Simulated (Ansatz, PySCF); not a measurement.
H12N4Zn, SMILES [NH3]->[Zn+2](<-[NH3])(<-[NH3])<-[NH3], charge +2. Atoms are numbered in the order given.

```xyz
17

Zn    -0.0006     0.0001     0.0001
N     -1.5188    -1.0050     0.9872
H     -1.2554    -1.3456     1.9196
H     -1.8572    -1.8386     0.4917
H     -2.3600    -0.4373     1.1456
N     -0.6765     0.6218    -1.8562
H      0.0270     1.1274    -2.4078
H     -1.4813     1.2586    -1.8146
H     -0.9833    -0.1454    -2.4663
N      0.5741     1.6491     1.1136
H      0.9225     1.4175     2.0517
H     -0.1812     2.3258     1.2764
H      1.3280     2.1991     0.6846
N      1.6205    -1.2657    -0.2438
H      2.0112    -1.6169     0.6388
H      2.4171    -0.8340    -0.7274
H      1.4113    -2.1101    -0.7898
```
Charge +2, spin multiplicity 1.

The structure is a stationary point at ωB97X-D3(BJ)/def2-SVP. The isomer is the one that the SMILES or the coordinates give; other isomers of the formula were not compared.

Two levels are set side by side: PBE-D3(BJ)/def2-SVP (Ansatz, a first-principles code) and ωB97X-D3(BJ)/def2-SVP (PySCF). Each level has its own optimised geometry; the coordinates shown are those of the second. Frequencies come from the Hessian of PySCF at each geometry. Differences are taken from unrounded values.

```tsv
quantity	ωB97X-D3(BJ)	PBE-D3(BJ)	PBE-D3(BJ) minus ωB97X-D3(BJ)
mean bond length (Å)	1.288	1.295	0.007
bond Zn1–N2 (Å)	2.071	2.076	0.005
bond Zn1–N6 (Å)	2.071	2.076	0.005
bond Zn1–N10 (Å)	2.071	2.076	0.005
bond Zn1–N14 (Å)	2.071	2.076	0.005
bond N2–H3 (Å)	1.027	1.035	0.008
bond N2–H4 (Å)	1.027	1.035	0.008
bond N2–H5 (Å)	1.027	1.035	0.008
bond N6–H7 (Å)	1.027	1.035	0.008
bond N6–H8 (Å)	1.027	1.035	0.008
bond N6–H9 (Å)	1.027	1.035	0.008
bond N10–H11 (Å)	1.027	1.035	0.008
bond N10–H12 (Å)	1.027	1.035	0.008
bond N10–H13 (Å)	1.027	1.035	0.008
bond N14–H15 (Å)	1.027	1.035	0.008
bond N14–H16 (Å)	1.027	1.035	0.008
bond N14–H17 (Å)	1.027	1.035	0.008
highest harmonic wavenumber (cm⁻¹)	3559	3440	-118
mean harmonic wavenumber (cm⁻¹)	1527	1476	-50
zero-point energy (kcal/mol)	98.22	94.98	-3.24
```

GGA bonds tend to be longer and softer than those of functionals with exact exchange. Differences between two approximate levels are no errors against the true value.
